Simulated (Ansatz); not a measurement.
Program: Ansatz. Geometries: PBE0-D4/def2-TZVP. ΔE: electronic, gas phase. CCSD(T)/CBS adds triple-zeta CCSD(T) − MP2 to the extrapolated MP2 energy (def2 sets, frozen cores). This one scheme is used for every species. One conformer a species, not always the lowest.

Consider the formal exchange of groups at the Si–O bond: `CO[SiH]([SiH3])Cl` + silanol → `O[SiH2][SiH]([SiH3])Cl` + CH₃OH.

`CO[SiH]([SiH3])Cl`:

```xyz
12

C     1.004   -0.152   -2.057
O     0.787    0.063   -0.677
Si   -0.664   -0.082    0.056
Si   -0.368    0.437    2.313
Cl   -1.358   -2.025   -0.099
H     0.923   -1.215   -2.301
H     2.010    0.192   -2.299
H     0.283    0.406   -2.665
H    -1.680    0.741   -0.654
H     0.616   -0.500    2.912
H    -1.673    0.300    3.013
H     0.119    1.834    2.458
```

`O[SiH3]`:

```xyz
6

O     0.943    0.866    0.059
Si   -0.241   -0.277    0.147
H     1.090    1.294   -0.785
H    -1.576    0.288   -0.190
H    -0.237   -0.758    1.548
H     0.021   -1.413   -0.779
```

`O[SiH2][SiH]([SiH3])Cl`:

Cartesian coordinates in Å:
```
O 1.242 2.692 -0.505
Si 1.410 1.088 -0.161
Si -0.640 0.003 -0.533
Si -0.900 -2.052 0.553
Cl -2.042 1.338 0.252
H 0.436 3.112 -0.196
H 2.484 0.567 -1.043
H 1.800 0.859 1.259
H -0.953 -0.131 -1.982
H -2.266 -2.592 0.327
H -0.673 -1.871 2.010
H 0.103 -3.013 0.019
```

CH₃OH:

Z-matrix (Å, degrees):
```
C
O 1 1.409
H 1 1.097 2 112.4
H 1 1.090 2 107.0 3 -118.5
H 1 1.097 2 112.4 3 123.0
H 2 0.959 1 108.5 3 -61.6
```

| species | CCSD(T)/CBS(def2) energy (Eh) |
| --- | --- |
| `CO[SiH]([SiH3])Cl` | -1155.45034 |
| `O[SiH3]` | -366.69042 |
| `O[SiH2][SiH]([SiH3])Cl` | -1406.48439 |
| CH₃OH | -115.61712 |

Question: Work out ΔE.

Answer: ΔE = (-1406.48439) + (-115.61712) − (-1155.45034) − (-366.69042) = 0.03925 Eh = +103.1 kJ/mol.

Largest T1 diagnostic among the species: 0.012.

The D4 term adds −3.2 kJ/mol with B3LYP and −1.9 kJ/mol with PBE0; it sums over pairs of atoms, weighted by their polarisabilities, and B3LYP, whose exchange is more repulsive, gets the larger term. From PBE to PBE0 (25 % exact exchange), in def2-TZVPP and without D4, ΔE moves by +6.5 kJ/mol.

B3LYP here is the variant with VWN-RPA as its local correlation; programs differ in this.
